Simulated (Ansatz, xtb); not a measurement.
# ClFGeH3Sn: which of two isomers lies lower

We compare X, `[F][GeH2][SnH][Cl]`, a doublet, with Y, `[F][Sn]([Cl])[GeH3]`, a doublet. Both are isolated molecules in the gas phase, relaxed with r2SCAN-D4/def2-SVP; the shapes shown needn't be the lowest conformers.

X (Å):

```xyz
7

Cl   -1.8638    0.9535   -1.7966
F     2.0052   -0.0516    1.7667
Ge    0.4545   -0.2869    0.9853
Sn    0.3749    1.3783   -1.0730
H    -0.6162    0.0562    2.0325
H     0.4071   -1.7725    0.5780
H     1.3311    0.8575   -2.4309
```

Y (Å):

```
atom    x (Å)    y (Å)    z (Å)
  Cl  -0.9850   1.8214  -2.3702
   F   1.5257  -0.3334  -3.0433
  Ge  -0.8490  -1.7751  -0.6510
  Sn  -0.4274  -0.4250  -2.9538
   H  -0.4060  -3.2292  -0.8482
   H  -0.0147  -1.0760   0.4282
   H  -2.3481  -1.6968  -0.3418
```

Quicker runs give these differences E(Y) − E(X): GFN2-xTB −0.047 eV; HF/STO-3G −0.116 eV (at GFN2-xTB geometries); r2SCAN-D4/def2-SVP//GFN2-xTB −0.336 eV.

Estimate E(Y) − E(X) at the level CCSD(T)/def2-SVP + ΔMP2/def2-TZVPP.

Calculated at CCSD(T)/def2-SVP + ΔMP2/def2-TZVPP: E(Y) − E(X) = −0.226 eV, so structure Y lies lower.

How the difference moves with the method:

| level | geometry | E(Y) − E(X) (eV) | departure from the last row (eV) | job, with rough time for the two |
| --- | --- | --- | --- | --- |
| GFN2-xTB | GFN2-xTB | −0.047 | +0.180 | optimisation, 0.35 s |
| HF/STO-3G | GFN2-xTB | −0.116 | +0.110 | single point, 4.6 s |
| r2SCAN-D4/def2-SVP//GFN2-xTB | GFN2-xTB | −0.336 | −0.110 | single point, 10 s |
| r2SCAN-D4/def2-SVP | r2SCAN-D4/def2-SVP | −0.276 | −0.050 | optimisation, 3.9 min |
| HF/def2-SVP | r2SCAN-D4/def2-SVP | −0.077 | +0.150 | part of the CCSD(T) run |
| MP2/def2-SVP | r2SCAN-D4/def2-SVP | −0.218 | +0.008 | part of the CCSD(T) run |
| CCSD(T)/def2-SVP | r2SCAN-D4/def2-SVP | −0.210 | +0.016 | single point |
| CCSD(T)/def2-SVP + ΔMP2/def2-TZVPP | r2SCAN-D4/def2-SVP | −0.226 |  | single point, 2.5 min |

As drawn, Y has 1 F–Sn, 1 Ge–H in place of 1 F–Ge, 1 Sn–H.

The levels shown agree on the order. The largest departure from CCSD(T)/def2-SVP + ΔMP2/def2-TZVPP is that of GFN2-xTB, 0.180 eV. The last row adds to CCSD(T) the change of the MP2 difference between the two basis sets, here −0.016 eV.

With harmonic frequencies from r2SCAN-D4/def2-SVP (ideal gas, rigid rotor, one conformer each, 298.15 K, 1 atm): on the last row, ΔE + ΔZPE = −0.219 eV. A mode under 50 cm⁻¹ makes harmonic enthalpies and free energies unreliable, so none is given.

Open shells are spin-unrestricted. The correlated steps freeze 19 core orbitals; the filled d shell of Ge and Sn is correlated, in a basis made for valence electrons. Atoms past krypton carry core potentials in the def2 sets, other sets are all-electron and non-relativistic, and no spin–orbit term is included. Programs: Ansatz 0.2.0, xtb 6.7.1; the last row on 2 threads of Arm Neoverse V2 on a shared host.
